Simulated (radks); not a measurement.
Species: the nitrogen ion N2+. Configuration: [He] 2s2 2p1. Method: non-relativistic Kohn-Sham, XLYP, spin-polarised, spherical densities, point nucleus; open shells are filled with parallel spins first; computed with a radial shooting solver on a logarithmic mesh with Libxc functionals.

Local quantities along the radius. ELF = 1/(1 + alpha^2) is the electron localisation function; alpha = (tau - tau_W)/tau_unif compares the Pauli kinetic energy density with that of the uniform gas (summed over spins).

r (bohr),ELF,alpha
0.01081,1.000,0.001165
0.01321,1.000,0.001221
0.01613,1.000,0.001293
0.01986,1.000,0.001392
0.02426,1.000,0.001520
0.02963,1.000,0.001694
0.03618,1.000,0.001937
0.04455,1.000,0.002305
0.05441,1.000,0.002838
0.06646,1.000,0.003674
0.08183,1.000,0.005132
0.09995,1.000,0.007648
0.1221,1.000,0.01250
0.1503,0.999,0.02345
0.1836,0.998,0.04902
0.2242,0.986,0.1186
0.2739,0.900,0.3331
0.3372,0.465,1.073
0.4118,0.112,2.821
0.503,0.066,3.765
0.6193,0.214,1.914
0.7564,0.664,0.7117
0.9239,0.885,0.3598
1.138,0.928,0.2786
1.389,0.919,0.2965
1.697,0.864,0.3975
2.073,0.693,0.6659
2.552,0.319,1.462
3.117,0.056,4.092
3.807,0.004,15.86

On this mesh the ELF has minima near r = 0.50 bohr, which separate the shells, and maxima near 1.3 (0.93).
